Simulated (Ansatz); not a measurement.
Reaction (cleavage of the Al–Al bond): `[AlH2][AlH][SeH]` + `C=C(N)[SiH3]` → `C=C([SiH3])[NH][AlH2]` + `[AlH2][SeH]`

Calculated with Ansatz (gas phase, PBE0-D4/def2-TZVP geometries, no zero-point term in ΔE). CCSD(T)/CBS adds triple-zeta CCSD(T) − MP2 to the extrapolated MP2 energy (def2 sets, frozen cores). DFT in def2-TZVPP. For Se outer-core shells are correlated without core-valence functions, which leaves a few kJ/mol of doubt a bond. Scalar relativity is left out up to krypton. Each species was taken in one conformer, which may not be the lowest.

| level | ΔE (kcal/mol) |
| --- | --- |
| ωB97M-V | -24.9 |
| r2SCAN | -22.3 |

Question: What does CCSD(T)/CBS give? (An estimate is asked.)

Answer: Ansatz gave: -22.8 kcal/mol. The listed levels differ from it by -2.1, 0.5 kcal/mol.

Largest T1 diagnostic among the species: 0.013.

The D4 term adds −1.8 kcal/mol with B3LYP and −0.9 kcal/mol with PBE0; it sums over pairs of atoms, weighted by their polarisabilities, and B3LYP, whose exchange is more repulsive, gets the larger term. In def2-TZVPP, CCSD(T) changes the Hartree–Fock value by −1.1 kcal/mol (the triples alone add −0.4 kcal/mol) and MP2 by −3.9 kcal/mol.

B3LYP here is the variant with VWN-RPA as its local correlation; programs differ in this.
